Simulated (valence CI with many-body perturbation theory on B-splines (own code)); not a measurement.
## Rh4+: calculated level list

Computed by relativistic CI+MBPT: five valence electrons over a frozen Dirac-Fock core [Kr], radial functions for each j: 7 s, 7 p, 8 d, 6 f, 4 g, 1 h, with the one-electron correlation potential Σ1, the two-electron term Σ2, the three-electron term Σ3, Breit, model QED; selected CI, second order for the rest, scaled by the run's own slope (own B-spline code, finite nucleus).

No measured spectrum was set against this ion. As an estimate, terms of the open shell hold to 2 to 4 % of their energy, and close levels can change places; different configurations can be misplaced against each other by 1,000 to 8,000 cm⁻¹. Among the levels kept, up to 2500 cm⁻¹ of a level comes from second order outside the variational space, and about a tenth of that is noise between levels of different J, which matters for small intervals.

Levels 91 to 135 of 222, with energies above the lowest level, 4d5 6S_5/2. "Leading %" is the weight of the configuration and term that name the level; weights of strongly mixed levels are sums over their largest components and can fall short. In the jj column 3d3/2^4 stands for four electrons in 3d with j = 3/2. Lifetimes count E1, E2, E3, M1 and M2 decay at the calculated energies, and are blank where another channel may lead or the interval is too uncertain; long ones can be off by a factor of two.

```csv
No.,Configuration,Term,J,E (eV),Leading %,Lifetime,Leading jj,Second component
91,4d4.5s,4P,1/2,22.912,95,68.8 μs,4d3/2 4d5/2^3 5s (40 %),
92,4d4.5s,2F,7/2,23.491,68,62.6 μs,4d3/2^2 4d5/2^2 5s (66 %),28 % 4d4.5s 2G
93,4d4.5s,2P,3/2,23.506,93,63.3 μs,4d3/2 4d5/2^3 5s (44 %),
94,4d4.5s,2F,5/2,23.584,95,57.0 μs,4d3/2 4d5/2^3 5s (53 %),
95,4d4.5s,2G,9/2,23.701,95,69.3 μs,4d3/2 4d5/2^3 5s (63 %),
96,4d4.5s,2G,7/2,23.780,68,65.1 μs,4d3/2 4d5/2^3 5s (77 %),28 % 4d4.5s 2F
97,4d4.5s,2P,1/2,23.856,95,62.6 μs,4d3/2 4d5/2^3 5s (52 %),
98,4d4.5p,6F°,1/2,24.125,92,1.27 ns,4d3/2^2 4d5/2^2 5p1/2 (36 %),5 % 4d4.5p 4D°
99,4d4.5p,6F°,3/2,24.227,93,1.22 ns,4d3/2^3 4d5/2 5p1/2 (44 %),
100,4d4.5p,6F°,5/2,24.383,92,1.16 ns,4d3/2^2 4d5/2^2 5p1/2 (49 %),
101,4d4.5p,4P°,1/2,24.441,65,511 ps,4d3/2^3 4d5/2 5p1/2 (48 %),30 % 4d4.5p 6D°
102,4d4.5p,6F°,7/2,24.584,89,1.08 ns,4d3/2^2 4d5/2^2 5p1/2 (34 %),5 % 4d4.5p 4F°
103,4d4.5p,4P°,3/2,24.624,42,250 ps,4d3/2^2 4d5/2^2 5p1/2 (51 %),30 % 4d4.5p 6P°
104,4d4.5p,6P°,5/2,24.772,69,165 ps,4d3/2^2 4d5/2^2 5p1/2 (38 %),15 % 4d4.5p 4P°
105,4d4.5p,6F°,9/2,24.836,83,985 ps,4d3/2^2 4d5/2^2 5p1/2 (22 %),7 % 4d4.5p 4F°
106,4d4.5p,6P°,7/2,24.897,89,144 ps,4d3/2 4d5/2^3 5p1/2 (29 %),
107,4d4.5p,6P°,3/2,24.959,64,182 ps,4d3/2^2 4d5/2^2 5p3/2 (34 %),17 % 4d4.5p 6D°
108,4d4.5p,6D°,5/2,25.219,52,342 ps,4d3/2^3 4d5/2 5p3/2 (36 %),23 % 4d4.5p 6P°
109,4d4.5p,6F°,11/2,25.232,96,1.02 ns,4d3/2 4d5/2^3 5p3/2 (40 %),
110,4d4.5p,6D°,1/2,25.386,67,467 ps,4d3/2^3 4d5/2 5p3/2 (36 %),28 % 4d4.5p 4P°
111,4d4.5p,6D°,7/2,25.425,68,568 ps,4d3/2^2 4d5/2^2 5p3/2 (50 %),17 % 4d4.5p 4F°
112,4d4.5p,6D°,3/2,25.454,49,360 ps,4d3/2^2 4d5/2^2 5p3/2 (57 %),35 % 4d4.5p 4P°
113,4d4.5p,6D°,9/2,25.496,51,545 ps,4d3/2^2 4d5/2^2 5p3/2 (31 %),32 % 4d4.5p 4F°
114,4d4.5p,4P°,5/2,25.563,51,268 ps,4d3/2 4d5/2^3 5p3/2 (34 %),21 % 4d4.5p 4F°
115,4d4.5p,4F°,3/2,25.575,83,257 ps,4d3/2^3 4d5/2 5p3/2 (40 %),7 % 4d4.5p 6D°
116,4d4.5p,4F°,5/2,25.692,65,272 ps,4d3/2^2 4d5/2^2 5p3/2 (51 %),18 % 4d4.5p 6D°
117,4d4.5p,4F°,7/2,25.823,69,266 ps,4d3/2^2 4d5/2^2 5p3/2 (41 %),23 % 4d4.5p 6D°
118,4d4.5s,2D,5/2,25.845,97,56.5 μs,4d3/2^2 4d5/2^2 5s (55 %),
119,4d4.5s,2D,3/2,25.850,97,56.2 μs,4d3/2^2 4d5/2^2 5s (55 %),
120,4d4.5p,4F°,9/2,26.027,52,305 ps,4d3/2 4d5/2^3 5p3/2 (41 %),41 % 4d4.5p 6D°
121,4d4.5p,4D°,1/2,26.366,78,340 ps,4d3/2^2 4d5/2^2 5p3/2 (29 %),10 % 4d4.5p 2P°
122,4d4.5p,4H°,7/2,26.467,80,558 ps,4d3/2^3 4d5/2 5p1/2 (36 %),6 % 4d4.5p 2G°
123,4d4.5p,4D°,3/2,26.515,86,230 ps,4d3/2^2 4d5/2^2 5p3/2 (46 %),
124,4d4.5p,4H°,9/2,26.518,58,775 ps,4d3/2^3 4d5/2 5p1/2 (38 %),28 % 4d4.5p 4I°
125,4d4.5p,4D°,5/2,26.642,88,209 ps,4d3/2^2 4d5/2^2 5p3/2 (38 %),
126,4d4.5p,4D°,1/2,26.658,87,263 ps,4d3/2^2 4d5/2^2 5p1/2 (34 %),
127,4d4.5p,4H°,11/2,26.691,62,713 ps,4d3/2^2 4d5/2^2 5p1/2 (71 %),27 % 4d4.5p 4I°
128,4d4.5p,4D°,7/2,26.727,88,207 ps,4d3/2^2 4d5/2^2 5p3/2 (33 %),
129,4d4.5p,4G°,5/2,26.893,75,559 ps,4d3/2^2 4d5/2^2 5p1/2 (43 %),9 % 4d4.5p 2F°
130,4d4.5p,4I°,9/2,26.898,29,438 ps,4d3/2^2 4d5/2^2 5p1/2 (46 %),26 % 4d4.5p 4H°
131,4d4.5p,4H°,13/2,26.899,62,591 ps,4d3/2^2 4d5/2^2 5p1/2 (47 %),22 % 4d4.5p 4I°
132,4d4.5p,4D°,3/2,26.914,80,401 ps,4d3/2^2 4d5/2^2 5p1/2 (39 %),6 % 4d4.5p 2D°
133,4d4.5p,2G°,7/2,26.929,40,359 ps,4d3/2^2 4d5/2^2 5p1/2 (47 %),17 % 4d4.5p 4G°
134,4d4.5p,4G°,9/2,27.100,32,371 ps,4d3/2 4d5/2^3 5p1/2 (34 %),28 % 4d4.5p 4I°
135,4d4.5p,4G°,7/2,27.188,34,311 ps,4d3/2 4d5/2^3 5p1/2 (30 %),17 % 4d4.5p 4D°
```

Names give the largest LS component (configuration and term), which can be under half, so a name can repeat, a term be missing and a line seem to break the LS rules; names also repeat where a configuration has a term twice.

Where two levels of one J and parity lie close, their mixing, g and order are uncertain.
